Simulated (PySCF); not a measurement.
F$_{4}$Se (SMILES F[Se](F)(F)F), singlet, at a GFN2-xTB geometry; PySCF with DF-PBE0/cc-pVDZ.

PySCF was given this input:
```python
from pyscf import gto, scf, dft

mol = gto.M(
    atom='''
Se   -0.00203224    0.00254110    0.35944284
F     0.96817789    1.31904607   -0.34335275
F     1.32333862   -0.96859697   -0.32517209
F    -0.96433922   -1.32384594   -0.33559484
F    -1.31949995    0.96379711   -0.35377550
''',
    basis='cc-pvdz',
    verbose=4,
)

mf = dft.RKS(mol)
mf.xc = 'pbe0'
mf = mf.density_fit(auxbasis='def2-universal-jkfit')
mf.kernel()
```

**Question.** Write the output that PySCF gives for this input, abridged.

**Answer.** 
```
PySCF version 2.14.0

[INPUT] verbose = 4
[INPUT] num. atoms = 5
[INPUT] num. electrons = 70
[INPUT] charge = 0
[INPUT] spin (= nelec alpha-beta = 2S) = 0
[INPUT] symmetry False subgroup None
[INPUT] Mole.unit = angstrom
[INPUT] Symbol           X                Y                Z      unit          X                Y                Z       unit  Magmom
[INPUT]  1 Se    -0.002032240000   0.002541100000   0.359442840000 AA   -0.003840377019   0.004801983055   0.679248525036 Bohr   0.0
[INPUT]  2 F      0.968177890000   1.319046070000  -0.343352750000 AA    1.829591051959   2.492635817984  -0.648842661616 Bohr   0.0
[INPUT]  3 F      1.323338620000  -0.968596970000  -0.325172090000 AA    2.500747561860  -1.830382998384  -0.614486193452 Bohr   0.0
[INPUT]  4 F     -0.964339220000  -1.323845940000  -0.335594840000 AA   -1.822337016977  -2.501706257717  -0.634182336417 Bohr   0.0
[INPUT]  5 F     -1.319499950000   0.963797110000  -0.353775500000 AA   -2.493493526877   1.821312577547  -0.668538804581 Bohr   0.0

nuclear repulsion = 464.12442326381
number of shells = 26
number of NR pGTOs = 181
number of NR cGTOs = 83
basis = cc-pvdz
ecp = {}

******** <class 'pyscf.df.df_jk.DFRKS'> ********
method = DFRKS
initial guess = minao
damping factor = 0
level_shift factor = 0
DIIS = <class 'pyscf.scf.diis.CDIIS'>
diis_start_cycle = 1
diis_space = 8
diis_damp = 0
SCF conv_tol = 1e-09
SCF conv_tol_grad = None
SCF max_cycles = 50
direct_scf = False
XC library pyscf.dft.libxc version 7.1.2
    S. Lehtola, C. Steigemann, M. J. T. Oliveira, and M. A. L. Marques,  SoftwareX 7, 1–5 (2018)
XC functionals = pbe0
    C. Adamo and V. Barone,  J. Chem. Phys. 110, 6158 (1999)
    M. Ernzerhof and G. E. Scuseria,  J. Chem. Phys. 110, 5029 (1999)
radial grids:
    Treutler-Ahlrichs [JCP 102, 346 (1995); DOI:10.1063/1.469408] (M4) radial grids

becke partition: Becke, JCP 88, 2547 (1988); DOI:10.1063/1.454033
pruning grids: <function nwchem_prune>
grids dens level: 3
symmetrized grids: False
atomic radii adjust function: <function treutler_atomic_radii_adjust>
small_rho_cutoff = 0
Set gradient conv threshold to 3.16228e-05
Initial guess from minao.
tot grids = 77472
******** <class 'pyscf.df.df.DF'> ********
auxbasis = def2-universal-jkfit
init E= -2799.75960016262
  HOMO = -0.388440914187995  LUMO = -0.0953492439017394  gap/eV = 7.97543
cycle= 1 E= -2799.88999641627  delta_E= -0.13  |g|=  1.2  |ddm|= 2.19
  HOMO = -0.275277072444135  LUMO = -0.096662758386295  gap/eV = 4.86034
cycle= 2 E= -2799.26691294552  delta_E= 0.623  |g|= 2.23  |ddm|= 2.16
  HOMO = -0.39432489831253  LUMO = -0.0957231005725498  gap/eV = 8.12537
cycle= 3 E= -2800.17858701395  delta_E= -0.912  |g|= 0.031  |ddm|= 1.38
  HOMO = -0.397013685006764  LUMO = -0.0870363193417734  gap/eV = 8.43491
cycle= 4 E= -2800.17881147473  delta_E= -0.000224  |g|= 0.0138  |ddm|= 0.0492
  HOMO = -0.395996198369661  LUMO = -0.0872759738180084  gap/eV = 8.40071
cycle= 5 E= -2800.17885889794  delta_E= -4.74e-05  |g|= 0.000981  |ddm|= 0.0126
  HOMO = -0.39584526435978  LUMO = -0.0870109973453714  gap/eV = 8.40381
cycle= 6 E= -2800.17885954562  delta_E= -6.48e-07  |g|= 0.000368  |ddm|= 0.00257
  HOMO = -0.395914224538652  LUMO = -0.0870963843649522  gap/eV = 8.40336
cycle= 7 E= -2800.17885958801  delta_E= -4.24e-08  |g|= 7.73e-05  |ddm|= 0.000526
  HOMO = -0.39590510392682  LUMO = -0.0870867159128736  gap/eV = 8.40338
cycle= 8 E= -2800.17885958914  delta_E= -1.13e-09  |g|= 1.04e-05  |ddm|= 8.34e-05
  HOMO = -0.395904068004157  LUMO = -0.087086057410493  gap/eV = 8.40337
cycle= 9 E= -2800.17885958916  delta_E= -1.73e-11  |g|= 1.02e-05  |ddm|= 1.75e-05
  HOMO = -0.395904009297443  LUMO = -0.0870858554066705  gap/eV = 8.40337
Extra cycle  E= -2800.17885958912  delta_E= 3.91e-11  |g|= 1.91e-05  |ddm|= 1.81e-05
converged SCF energy = -2800.17885958912
```
